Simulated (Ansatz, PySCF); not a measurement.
H₈N₂Si₂, SMILES N[SiH2][SiH2]N. Atoms are numbered in the order given.

```xyz
12

Si     1.1662    -0.2843    -0.6599
N      1.7233     0.9690     0.3992
Si    -0.9866    -0.6747     0.1822
N     -1.5845     0.9329     0.5379
H      2.0530    -1.4893    -0.5942
H      1.0907     0.0825    -2.1204
H      1.0038     1.5597     0.8059
H      2.5897     1.4719     0.2484
H     -1.8328    -1.5013    -0.7475
H     -0.9416    -1.4027     1.4881
H     -1.7053     1.5705    -0.2435
H     -2.3763     1.0182     1.1683
```
Charge 0, spin multiplicity 1.

Geometry: PBE0-D3(BJ)/def2-SVP. One conformer was computed; it need not be the lowest.

Two levels are set side by side: PBE-D3(BJ)/def2-SVP (Ansatz, an electronic-structure program) and PBE0-D3(BJ)/def2-SVP (Ansatz). Each level has its own optimised geometry; the coordinates shown are those of the second. Frequencies come from the Hessian of PySCF at each geometry. Differences are taken from unrounded values.

| quantity | PBE0-D3(BJ) | PBE-D3(BJ) | PBE-D3(BJ) minus PBE0-D3(BJ) |
|---|---|---|---|
| mean bond length (Å) | 1.445 | 1.457 | 0.012 |
| bond Si1–N2 (Å) | 1.733 | 1.749 | 0.016 |
| bond Si1–Si3 (Å) | 2.344 | 2.353 | 0.009 |
| bond Si3–N4 (Å) | 1.752 | 1.769 | 0.018 |
| bond Si1–H5 (Å) | 1.498 | 1.508 | 0.010 |
| bond Si1–H6 (Å) | 1.508 | 1.520 | 0.012 |
| bond N2–H7 (Å) | 1.016 | 1.027 | 0.011 |
| bond N2–H8 (Å) | 1.013 | 1.023 | 0.010 |
| bond Si3–H9 (Å) | 1.505 | 1.516 | 0.012 |
| bond Si3–H10 (Å) | 1.496 | 1.506 | 0.010 |
| bond N4–H11 (Å) | 1.016 | 1.025 | 0.010 |
| bond N4–H12 (Å) | 1.016 | 1.025 | 0.010 |
| highest harmonic wavenumber (cm⁻¹) | 3704 | 3565 | -139 |
| mean harmonic wavenumber (cm⁻¹) | 1269 | 1229 | -40 |
| zero-point energy (kcal/mol) | 54.42 | 52.70 | -1.72 |

Exact exchange shortens and stiffens bonds; PBE has none. Differences between two approximate levels are no errors against the true value.
